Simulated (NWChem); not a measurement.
Species: C3H3Br; SMILES C=C=CBr

Program: NWChem. Pople sets run with spherical d functions. The geometry was optimised at PBE-D3(BJ)/def2-SVP.

Predict the results for BHandHLYP/6-31G*. Quantities: highest occupied level (eV); orbital gap (eV); dipole (D).


```json
{
 "highest occupied level (eV)": "-8.13",
 "orbital gap (eV)": "8.36",
 "dipole (D)": "1.90"
}
```
